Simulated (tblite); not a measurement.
C5H7N3.
Cartesian coordinates in Å at the GFN2-xTB level; atoms count from 1:
```xyz
15
C5H7N3 angstrom
C     -2.0630   -1.5446   -0.2087
C     -0.7930   -1.1843   -0.1175
N     -0.3898    0.1401   -0.0159
N     -1.2621    1.1656   -0.0066
C     -0.5016    2.2225    0.0993
N      0.8195    1.9487    0.1594
C      0.8742    0.6395    0.0858
C      2.1059   -0.1811    0.1090
H     -2.3445   -2.5779   -0.2859
H     -2.8429   -0.8045   -0.2081
H      0.0260   -1.8888   -0.1136
H     -0.8924    3.2180    0.1349
H      2.9607    0.4825    0.1999
H      2.0970   -0.8675    0.9555
H      2.2015   -0.7603   -0.8093
```

Calculated harmonic vibrations of the isolated species, GFN2-xTB (tblite), most abundant isotopes, no scaling. Against measured fundamentals such values can be off by several per cent, at times by over 20. One conformer, not necessarily the lowest.

Harmonic wavenumbers (cm⁻¹): 92.2, 140.2, 191.0, 194.1, 279.9, 306.0, 504.4, 609.3, 646.3, 661.3, 696.7, 761.1, 854.4, 864.1, 959.9, 994.3, 996.5, 1028.8, 1031.9, 1080.6, 1174.0, 1265.3, 1305.4, 1314.3, 1353.6, 1389.9, 1397.9, 1459.6, 1466.7, 1475.6, 1560.0, 1685.7, 3000.2, 3009.2, 3068.3, 3084.2, 3131.2, 3169.9, 3195.7.

A = 3555, B = 2101, C = 1332 MHz; mass 109.064 u (most abundant isotopes); point group Cs, symmetry number 1.

Task: Zero-point energy?

Result: Half the sum of the wavenumbers: 25700 cm⁻¹ = 73.48 kcal/mol.

Task: What is S at 400 K and 1 bar for an ideal gas of classical rigid rotors and harmonic oscillators?

Result: Translation 41.46, rotation 28.75, vibration 24.62: S = 94.8 cal/(mol K).

Task: And Cp and H(400 K) − H(0)?

Result: Cp = 37.41 cal/(mol K), of which vibrations give 29.46 (their classical limit is 39 R = 77.5); H(400 K) − H(0) = 8.71 kcal/mol without the zero-point energy, 5.53 from vibrations.

Task: Blend soft modes into free rotors: weight 1/[1 + (100 cm⁻¹/ν̃)⁴] for the oscillator and the rest for a rotor with moment μB/(μ + B), μ = h/(8π²ν), B = 10⁻⁴⁴ kg m². What vibrational entropy results?

Result: 23.91 cal/(mol K) in place of 24.62, which changes −T·S at 400 K by +0.28 kcal/mol.

Task: How do the functions run with temperature in this model?

Result: 
```json
{"T (K)": "150", "S (cal/(mol K))": "69.5", "Cp (cal/(mol K))": "17.9", "H − H(0) (kcal/mol)": "1.86", "G − H(0) (kcal/mol)": "-8.56", "ln q(vib)": "1.32"}
{"T (K)": "250", "S (cal/(mol K))": "80.3", "Cp (cal/(mol K))": "25.2", "H − H(0) (kcal/mol)": "4.01", "G − H(0) (kcal/mol)": "-16.07", "ln q(vib)": "2.89"}
{"T (K)": "298.15", "S (cal/(mol K))": "85.1", "Cp (cal/(mol K))": "29.2", "H − H(0) (kcal/mol)": "5.32", "G − H(0) (kcal/mol)": "-20.05", "ln q(vib)": "3.69"}
{"T (K)": "600", "S (cal/(mol K))": "112.6", "Cp (cal/(mol K))": "50.2", "H − H(0) (kcal/mol)": "17.56", "G − H(0) (kcal/mol)": "-49.99", "ln q(vib)": "8.97"}
{"T (K)": "900", "S (cal/(mol K))": "135.4", "Cp (cal/(mol K))": "62.1", "H − H(0) (kcal/mol)": "34.56", "G − H(0) (kcal/mol)": "-87.30", "ln q(vib)": "14.24"}
```

q(vib) and H(0) count from the zero-point level.

Hindered rotation and anharmonicity are outside this model. Other conformers, if any are populated, would add a mixing term that is left out.

Run on Arm Neoverse V2, one thread, shared host. The figure is for the frequency step alone.
